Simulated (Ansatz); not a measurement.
Two isomers of C2H8O2Si2: A = `O[Si@H]1C[Si@@H](O)C1`, B = `O[SiH](O)/C=C/[SiH3]`.

Gas-phase electronic energies from Ansatz, PBE0-D4/def2-TZVP geometries. CCSD(T)/CBS is the MP2 limit (def2-TZVPP, def2-QZVPP) plus CCSD(T) − MP2 in def2-TZVPP, frozen cores. Functionals use def2-TZVPP. B3LYP here is the variant with VWN-RPA as its local correlation; programs differ in this. One conformer a species, not always the lowest.

Problem. Which isomer does CCSD(T)/CBS put lower? Give the gap. (Estimate.)

Solution. The calculation gave: A, by 101.4 kJ/mol.

Problem. Give E(B) − E(A) in kJ/mol with CCSD/def2-TZVPP, B3LYP-D4, B3LYP, PBE0-D4, MP2/def2-TZVPP, ωB97M-V, HF/def2-TZVPP. (Best estimate.)

Solution. Computed: CCSD/def2-TZVPP 94.4, B3LYP-D4 88.2, B3LYP 80.2, PBE0-D4 120.4, MP2/def2-TZVPP 111.2, ωB97M-V 110.9, HF/def2-TZVPP 62.5. None reverses the order clearly.

Largest T1 diagnostic: 0.012.

From PBE to PBE0 (25 % exact exchange), in def2-TZVPP and without D4, E(B) − E(A) moves by +9.0 kJ/mol. In def2-TZVPP, CCSD(T) changes the Hartree–Fock value by +33.5 kJ/mol (the triples alone add +1.6 kJ/mol) and MP2 by +48.8 kJ/mol.
